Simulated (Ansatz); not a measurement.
`C[NH][AlH][NH2]` at its PBE0-D4/def2-TZVP geometry, where that method's forces vanish. Charge 0, multiplicity 1.

```xyz
11

C     0.7768    1.0194   -1.0800
N     0.6890   -0.3822   -0.7382
Al   -0.2746   -1.1712    0.5204
N    -1.3203   -0.2081    1.5749
H     1.7897    1.4218   -0.9535
H     0.4669    1.2212   -2.1130
H     0.1202    1.6067   -0.4330
H     1.2794   -0.9515   -1.3255
H    -0.1954   -2.7399    0.6942
H    -1.8895   -0.6066    2.3032
H    -1.4423    0.7905    1.5504
```

Question: What forces (eV/Å) does r2SCAN-D4/def2-TZVPP give on these atoms in Ansatz 0.2.0? (Best estimate.)

Answer: The calculation gave: 
```
C1   0.023  0.216 -0.062
N2  -0.038 -0.182  0.075
Al3 -0.007 -0.080  0.018
N4   0.044 -0.023 -0.047
H5  -0.005  0.005 -0.006
H6   0.004  0.006  0.004
H7   0.005 -0.016 -0.002
H8   0.033 -0.008 -0.036
H9   0.000  0.031 -0.004
H10 -0.025  0.034  0.024
H11 -0.034  0.017  0.037
```
